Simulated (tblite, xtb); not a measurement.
As₄, charge +1, doublet, at a GFN2-xTB geometry (a state made from the parent by changing its charge; the spin is typed, not shown lowest). Base run: xtb 6.7.1 with GFN1-xTB.

Input for xtb:
```
$ xtb mol.xyz --gfn 1 --chrg 1 --uhf 1 --json

# file mol.xyz
4

As    -0.91408271     0.11757606    -1.17441154
As     0.56448145     1.36964334     0.18453076
As     0.91952912    -1.12533990    -0.34159932
As    -0.56992786    -0.36187950     1.33148010
```

Programs used: tblite, xtb; a row that names a program was run with it.

Variants of this job, named by their change:

```json
[
 {"change": "base", "ΔE vs base (mEh)": "0.000", "G_solv (kcal/mol)": "-", "SCF cycles": "6"},
 {"change": "etemp = 10000", "ΔE vs base (mEh)": "-95.168", "G_solv (kcal/mol)": "-", "SCF cycles": "6"},
 {"change": "program = tblite; method = gfn1; option = (--etemp, 2000)", "ΔE vs base (mEh)": "-1.089", "G_solv (kcal/mol)": "-", "SCF cycles": "-"},
 {"change": "etemp = 5000", "ΔE vs base (mEh)": "-18.755", "G_solv (kcal/mol)": "-", "SCF cycles": "6"},
 {"change": "gbsa = chcl3", "ΔE vs base (mEh)": "-72.655", "G_solv (kcal/mol)": "-45.59", "SCF cycles": "6"},
 {"change": "alpb = acetone", "ΔE vs base (mEh)": "-56.685", "G_solv (kcal/mol)": "-35.57", "SCF cycles": "6"},
 {"change": "acc = 30", "ΔE vs base (mEh)": "0.000", "G_solv (kcal/mol)": "-", "SCF cycles": "4"}
]
```

ALPB and GBSA are two models with their own fitted parameters for each solvent, which aren't always the measured dielectric constant.
